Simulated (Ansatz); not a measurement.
A CCSD(T) single point on `[O]=[Nb]` radical.

```yaml
crystal:
  periodic: [false, false, false]
  atoms:
    - {symbol: O, position_ang: [0.711364, -0.236819, 0.364743]}
    - {symbol: Nb, position_ang: [-0.711364, 0.236819, -0.364743]}
basis:
  gaussian: {orbitals: def2-TZVPP}
magnetization: {spin_polarized: true, initial_magnetization: 1}
correlation: {method: ccsd_t}
scf: {omitted_lower_state_checks: [cluster_reference]}
output: {orbitals: {seedname: orbitals}}
```

```sh
$ ansatz run in.yaml --threads 2 --pin off --events-out ev --progress --plain --max-ram 32768MiB --backend cpu
```

Output of Ansatz, abridged:

```
Functional definition: HF
582 factors; integrals over basis functions are off by at most 9.2e-4 eV
mean field evaluation 1: about -3563.0728 eV, gradient 4.2e1 eV
mean field evaluation 2: about -3563.0823 eV, gradient 4.2e1 eV
mean field evaluation 4: about -3570.5188 eV, gradient 2.9e0 eV
mean field evaluation 8: about -3570.6803 eV, gradient 4.9e-1 eV
mean field evaluation 16: about -3570.7275 eV, gradient 1.1e-3 eV
mean field evaluation 128: about -3571.2374 eV, gradient 2.7e-6 eV
mean field -3571.34435528 eV, -131.2444843123 hartree, gradient 2.2e-6 eV, S^2 1.760173; 17 other end points of the search recorded, 0 dependent functions left out
1 core orbitals not correlated: weight in the atoms' cores, before any rotation towards them, 1.000 or more for the frozen orbitals, at most 0.000 for the correlated occupied ones
reference -3571.34435528 eV, -131.2444843123 hartree; 10, 9 occupied and 76, 77 virtual orbitals, 582 factors
second order -16.83592817 eV of doubles, -0.00000000 eV of singles
cycle   1  -15.37980371 eV  change     1.5e0 eV  update   2.1e-1
cycle   2  -16.22398134 eV  change   -8.4e-1 eV  update   1.4e-1
cycle   3  -16.44684927 eV  change   -2.2e-1 eV  update   4.6e-2
cycle   4  -16.45389759 eV  change   -7.0e-3 eV  update   2.3e-2
cycle   5  -16.45254305 eV  change    1.4e-3 eV  update   1.3e-2
cycle   6  -16.45935123 eV  change   -6.8e-3 eV  update   8.4e-3
cycle   7  -16.46738529 eV  change   -8.0e-3 eV  update   5.6e-3
cycle   8  -16.47479313 eV  change   -7.4e-3 eV  update   3.5e-3
cycle   9  -16.47815099 eV  change   -3.4e-3 eV  update   2.1e-3
cycle  10  -16.47812999 eV  change    2.1e-5 eV  update   1.1e-3
cycle  11  -16.47791115 eV  change    2.2e-4 eV  update   5.3e-4
cycle  12  -16.47851858 eV  change   -6.1e-4 eV  update   2.7e-4
cycle  13  -16.47863224 eV  change   -1.1e-4 eV  update   1.3e-4
cycle  14  -16.47862784 eV  change    4.4e-6 eV  update   5.7e-5
cycle  15  -16.47870784 eV  change   -8.0e-5 eV  update   2.9e-5
cycle  16  -16.47869678 eV  change    1.1e-5 eV  update   1.5e-5
perturbative correction -1.01596810 eV, -0.0373361388 hartree
WARN: the results are in doubt because among natural orbitals the method converges to other amplitudes
Total energy: -3588.83902016 eV, -131.8874013883 hartree
In doubt: among natural orbitals the method converges to other amplitudes
Checks for a lower state left out: cluster_reference
```

Run time 13 s (2 threads of an AMD EPYC 7R13 on a shared host); peak host memory 0.48 GiB.

Correlation energy per correlated electron: -0.921 eV. T1 diagnostic: 0.0359.
